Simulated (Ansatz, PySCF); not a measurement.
Gas-phase reaction R1 + 0.5 R2 → P1, each structure at its B3LYP-D3(BJ)/def2-TZVP stationary point, reached from a drawn start (curvature not checked).
R1, O2Sn (SMILES [O]=[Sn]=[O]) (charge 0, multiplicity 1):
```xyz
3

Sn     0.0000     0.0000     0.0000
O      1.8140    -0.0042     0.0097
O     -1.8139     0.0042    -0.0097
```
P1, O3Sn (SMILES [O]=[Sn]1[O][O]1) (charge 0, multiplicity 1):
```xyz
4

Sn    -0.00022    -0.43630    -0.00155
O     -0.00194    -2.25732    -0.00801
O      0.80694     1.34624    -0.00211
O     -0.80478     1.34739     0.01167
```
R2: O2 (SMILES O=O), charge 0, multiplicity 3.

P less R. No zero-point or thermal terms; singlets are restricted closed shells; open shells are unrestricted; no spin–orbit coupling.

Frozen-core correlation throughout. In cc and def2 sets filled d and f shells under p-block atoms count as core. CBS(a, b) extrapolates the correlation energy as X⁻³ and adds the Hartree–Fock energy of set b.

The values were computed with Ansatz (a first-principles code) with Gaussian orbitals; PySCF for M06-2X and the D3/D4 terms. Each number belongs to the level named beside it. Elements past Kr take the def2 small-core potentials, without spin–orbit coupling.

```tsv
level	reaction energy (eV)
HF/def2-SVP	1.664
PBE/def2-TZVPP	1.034
revPBE/def2-TZVPP	1.135
BHLYP/def2-TZVPP	1.227
M06-2X/def2-TZVPP	0.949
CAM-B3LYP-D3(BJ)/def2-TZVPP	1.095
B2PLYP-D4/def2-TZVPP	1.098
CCSD(T)/def2-QZVPP	(withheld)
CCSD(T)/CBS(def2-TZVPP, def2-QZVPP)	(withheld)
```

Complete the blanks.


- CCSD(T)/def2-QZVPP, reaction energy (eV): 0.809
- CCSD(T)/CBS(def2-TZVPP, def2-QZVPP), reaction energy (eV): 0.783
